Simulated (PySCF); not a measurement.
Species: C4H5Cl3.
Numbering: `[Cl:1][CH:2]([Cl:3])[C:4]1([Cl:5])[CH2:6][CH2:7]1`

Definitions: NICS(0) = −σiso at the ring centroid; NICS(1) = −σiso and NICS(1)zz = −σzz at ±1 Å along the ring normal z. Level: GIAO PBE0/pcSseg-1 (PySCF, non-relativistic, gas phase) on the GFN2-xTB geometry, one conformer.

Ring bond lengths (Å), with Mayer bond orders in brackets: C4–C6 1.498 (0.92), C6–C7 1.501 (0.96), C7–C4 1.495 (0.90).

Problem. Give the NICS values of each ring in ppm.

Solution. 
```csv
ring,type,NICS(0),"NICS(1), two faces","NICS(1)zz, two faces",rms pucker (Å),"centre to ring atoms, mean (Å)"
C4–C6–C7,3-membered carbocycle; formal bonds all single,-42.4,-9.9 / -7.6,-26.9 / -19.5,0.00,0.86
```

Problem. What do they say, and how far can they be read as aromaticity?

Solution. 
- C4–C6–C7: mean NICS(1)zz -23.2 ppm, shielded. C4, C6, C7 have four or more neighbours, so the value isn't read as a sign of a π ring current. The two faces differ by 7.4 ppm, so no symmetry operation interchanges them. NICS(0) lies 34 ppm below the mean NICS(1).

Conformer computed: `[Cl:1][CH:2]([Cl:3])[C:4]1([Cl:5])[CH2:6][CH2:7]1`: Cl1–C2–C4–Cl5 171°.
